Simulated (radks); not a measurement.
Initial-state core-level shifts of the praseodymium ion Pr+ when its valence configuration changes from [Xe] 4f3 6s1. All-electron calculation, Dirac Kohn-Sham, PBE, spin-unpolarised, spherical densities, point nucleus; open shells are shared between the two j in proportion to 2j + 1. Program: a radial shooting solver on a logarithmic mesh with Libxc functionals. Shifts are changes of the shell-averaged eigenvalues in eV (positive: less bound).

| valence | 3p | 4p | 4d | 5p |
|---|---|---|---|---|
| 4f2 6s1 6p1 | -11.043 | -10.359 | -10.031 | -5.749 |
| 4f2 6s2 | -9.938 | -9.255 | -8.928 | -4.696 |
| 4f2.5 6s1.5 | -4.601 | -4.321 | -4.177 | -2.261 |
| 4f3 5d0.5 6s0.5 | +0.877 | +0.889 | +0.901 | +0.881 |
| 4f3 5d1 | +1.668 | +1.695 | +1.720 | +1.700 |
| 4f4 | +5.659 | +5.425 | +5.269 | +3.042 |
| 4f1 6s1 6p2 | -24.385 | -22.492 | -21.701 | -11.794 |
| 4f3 6p1 | -1.079 | -1.089 | -1.093 | -1.100 |
| 4f2 6p2 | -12.113 | -11.427 | -11.097 | -6.759 |
